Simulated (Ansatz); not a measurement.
This geometry of Cl4FH2STa (9 atoms, charge 0, multiplicity 1) is a first-order saddle point.

The calculation used Ansatz 0.2.0, RHF/def2-SVP.

```xyz
9
Properties=species:S:1:pos:R:3
Ta -0.282 -0.285 0.246
F 1.811 0.098 0.412
Cl -0.345 0.235 2.524
Cl 0.231 -1.185 -1.859
Cl -0.549 1.871 -0.494
Cl -2.411 -1.119 0.231
S 1.122 -2.332 1.203
H 1.374 -3.011 0.081
H 1.949 -0.966 0.827
```

Question: Which two structures does it join? (They come from a converged band through this point; their orientation in space is the band's.)

Answer: Bonds broken: S7–H9. Bonds formed: F2–H9.

Initial state:

```xyz
9
Properties=species:S:1:pos:R:3
Ta -0.166 0.059 0.185
F 1.662 0.480 0.258
Cl -0.229 0.467 2.497
Cl 0.274 -0.893 -1.929
Cl -1.008 2.052 -0.526
Cl -2.119 -1.230 0.345
S 1.042 -2.447 1.163
H 1.131 -3.140 0.025
H 2.316 -2.043 1.153
```

Final state:

```xyz
9
Properties=species:S:1:pos:R:3
Ta -0.379 -0.460 0.301
F 2.053 0.182 0.409
Cl -0.296 0.123 2.565
Cl 0.208 -1.179 -1.856
Cl -0.351 1.775 -0.359
Cl -2.580 -1.010 0.198
S 0.763 -2.475 1.142
H 0.948 -3.146 0.003
H 2.536 -0.505 0.768
```

Question: How far does it lie above each of them?

Answer: 1.52 eV above the first and 0.55 eV above the second. This is the barrier of this one path; another mechanism may lie lower. The orbitals stay closed-shell, which can raise the energy where a bond breaks towards radicals; this wasn't checked here.

Run time: 6.5 min on 4 threads of Arm Neoverse V2, on a shared host, peak memory 0.52 GiB.
